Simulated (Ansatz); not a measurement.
CH4BrNOSi, SMILES `N=C[SiH](O)Br`, relaxed with RKS PBE-D4/def2-SVP in Ansatz from a rough embedded geometry. The force threshold is 0.03 eV/Å; the program also tests the step.

Charge 0, multiplicity 1.

Start:

```xyz
9

N    -1.593    0.570   -1.143
C    -1.204    0.347    0.097
Si    0.608    0.061    0.604
O     1.532   -0.139   -0.731
Br    0.727   -1.907    1.668
H    -0.799    0.687   -1.749
H    -1.979    0.252    0.896
H     1.061    1.094    1.484
H     1.647   -0.965   -1.125
```

```tsv
step	energy (eV)	largest force (eV/Å)	largest move (Å)
1	-82530.3461	2.449	0.000
2	-82530.5225	1.272	0.194
3 (rejected)	-82530.4608	2.180	0.194
4	-82530.5915	0.760	0.097
5	-82530.6158	0.507	0.049
6	-82530.6197	0.193	0.052
7	-82530.6258	0.148	0.032
8	-82530.6267	0.078	0.007
9	-82530.6270	0.025	0.007
```

End:

```xyz
9

N    -1.551    0.561   -1.117
C    -1.219    0.322    0.101
Si    0.584    0.019    0.628
O     1.509   -0.022   -0.771
Br    0.677   -1.937    1.731
H    -0.695    0.562   -1.712
H    -2.038    0.287    0.858
H     1.156    1.093    1.500
H     1.577   -0.886   -1.216
```

It took 12 s on 4 threads of an Intel Xeon Platinum 8175M on a shared host, with 0.21 GiB of host memory at the peak.
